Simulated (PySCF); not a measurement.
Si(H)(Me)3 (C3H10Si), SMILES C[SiH](C)C.

Geometry: PBE0-D3(BJ)/def2-SVP. The isomer is the one that the SMILES or the coordinates give; other isomers of the formula were not compared.

All values below come from PySCF with TDA-M06-2X/def2-SVPD.

Vertical excitations; the highest root listed may be one member of a degenerate set. Gas-phase values at a fixed geometry. State labels are in the subgroup Cs.

| state | symmetry | energy (eV) | λ (nm) | f | main pairs |
|---|---|---|---|---|---|
| S1 | A" | 8.15 | 152 | 0.089 | HOMO−1→LUMO (degenerate set) |
| S2 | A' | 8.15 | 152 | 0.089 | HOMO→LUMO (degenerate set) |
| S3 | A' | 8.45 | 147 | 0.009 | HOMO−2→LUMO 90 % |
| S4 | A' | 8.82 | 141 | 0.080 | HOMO−1→LUMO+1 44 %, HOMO→LUMO+2 43 % |
| S5 | A" | 8.83 | 140 | 0.000 | HOMO→LUMO+1 42 %, HOMO−1→LUMO+2 42 % |
| S6 | A" | 8.87 | 140 | 0.037 | HOMO−2→LUMO+1 (degenerate set) |
| S7 | A' | 8.88 | 140 | 0.037 | HOMO−2→LUMO+2 (degenerate set) |
| S8 | A' | 8.91 | 139 | 0.073 | HOMO→LUMO+2, HOMO−1→LUMO+1, HOMO−2→LUMO+2, HOMO→LUMO (degenerate set) |
| S9 | A" | 8.91 | 139 | 0.072 | HOMO−1→LUMO+2, HOMO→LUMO+1, HOMO−2→LUMO+1, HOMO−1→LUMO (degenerate set) |
| S10 | A' | 9.39 | 132 | 0.024 | HOMO→LUMO+3 90 % |
| T1 | A" | 8.00 | 155 | 0 | HOMO−1→LUMO (degenerate set) |
| T2 | A' | 8.00 | 155 | 0 | HOMO→LUMO (degenerate set) |
| T3 | A' | 8.24 | 150 | 0 | HOMO−2→LUMO 58 %, HOMO−1→LUMO+1 15 %, HOMO→LUMO+2 15 % |
| T4 | A' | 8.54 | 145 | 0 | HOMO−1→LUMO+1 24 %, HOMO→LUMO+2 24 %, HOMO−2→LUMO 21 %, HOMO−2→LUMO+3 11 % |
Triplets are in the Tamm–Dancoff approximation.
